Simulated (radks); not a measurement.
Coulomb parameter of the 5d shell of the rhenium ion Re+ in the model configuration [Xe] 4f14 5d4.5 6s1.5, as a second difference U = [E(n + 0.25) + E(n - 0.25) - 2 E(n)] / (0.25)^2 with all orbitals relaxed. "Bare": the charge of the atom changes with n. "Screened": the 6s shell takes up the change at fixed total charge, which measures U(5d,5d) + U(6s,6s) - 2 U(5d,6s). All-electron calculation, scalar-relativistic Kohn-Sham, BLYP, spin-unpolarised, spherical densities, finite nucleus; Fermi nuclear charge, rms radius 5.3698 fm. Program: a radial shooting solver on a logarithmic mesh with Libxc functionals.

case                      configuration  E - E(n) (eV)
start             [Xe] 4f14 5d4.5 6s1.5          0.000
bare +0.25       [Xe] 4f14 5d4.75 6s1.5         -3.124
bare -0.25       [Xe] 4f14 5d4.25 6s1.5          3.756
screened +0.25  [Xe] 4f14 5d4.75 6s1.25         -0.126
screened -0.25  [Xe] 4f14 5d4.25 6s1.75          0.185

U(bare) = 10.115 eV, U(screened by 6s) = 0.954 eV, against the Slater integral F0(5d,5d) = 13.561 eV with frozen orbitals.
